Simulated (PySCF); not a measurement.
Pt(OH)2 (H₂O₂Pt), SMILES [OH][Pt][OH] (connectivity only; charge and spin as stated), neutral, multiplicity 3.

Geometry: B3LYP-D3(BJ)/def2-TZVP. The multiplicity is an assumed one; other spin states were not compared. The def2 effective core potentials stand for the cores of Pt; spin–orbit coupling is left out. One conformer was computed; it need not be the lowest.

Level of theory: PBE/def2-TZVPD in PySCF.

Gas-phase values at a fixed geometry.

Computed frontier levels, dipole moment and polarisability:
```json
{
  "α spin, highest occupied and lowest empty level": "-6.36 and -1.19 eV",
  "β spin, highest occupied and lowest empty level": "-6.26 and -5.19 eV",
  "dipole_moment": "1.70 D",
  "quadrupole, principal values (traceless, Buckingham form, about the centre of nuclear charge)": "-7.11, -1.55, 8.66 D·Å",
  "mean_static_polarisability": "52.4 bohr³ (7.76 Å³)",
  "polarisability_principal_values": "39.5, 40.1, 77.5 bohr³",
  "⟨S²⟩": "2.003 (pure state 2.00)"
}
```
